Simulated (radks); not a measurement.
The numbers below are computed, except where a source is named.
Successive ionisation energies (eV) of one element, from differences of total energies of ions in their ground configurations, starting at charge 22: 959.97, 2368.4, 2494.8, 2620.4, 2793.5, 2928.8, 3062.9, 3285.7, 3416.8, 14463.3, 15032.4. Level of theory: scalar-relativistic Kohn-Sham, PBE, spin-polarised, spherical densities, finite nucleus; open shells are filled with parallel spins first; Fermi nuclear charge, rms radius 4.0968 fm (a radial shooting solver on a logarithmic mesh with Libxc functionals). Which element is it?

Answer. Arsenic (Z = 33). The first species listed is As22+ in [Ne] 3s1, the last As32+ in 1s1.
